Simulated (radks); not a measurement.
Question: All-electron atom: K in [Ar] 3d1 (not the ground configuration). All-electron calculation, scalar-relativistic Kohn-Sham, PBE, spin-polarised, spherical densities, finite nucleus; open shells are filled with parallel spins first; Fermi nuclear charge, rms radius 3.4349 fm. Program: a radial shooting solver on a logarithmic mesh with Libxc functionals. Some entries of the table are withheld. Estimate them.

orbital  occ.  eigenvalue (hartree)  <r^2> (bohr^2)
1s down     1             -129.4973        0.008837
1s up       1             -129.4972        0.008837
2s up       1                   (1)          0.1781
2s down     1                   (2)          0.1781
2p up       3             -10.34809             (3)
2p down     3             -10.34791             (4)
3s up       1                   (5)           1.868
3s down     1                   (6)           1.863
3p up       3              -0.74529           2.450
3p down     3              -0.74175           2.437
3d up       1              -0.02563           78.94

Answer: 
(1) 2s up eigenvalue (hartree): -13.04102
(2) 2s down eigenvalue (hartree): -13.04072
(3) 2p up <r^2> (bohr^2): 0.1524
(4) 2p down <r^2> (bohr^2): 0.1524
(5) 3s up eigenvalue (hartree): -1.35216
(6) 3s down eigenvalue (hartree): -1.34943
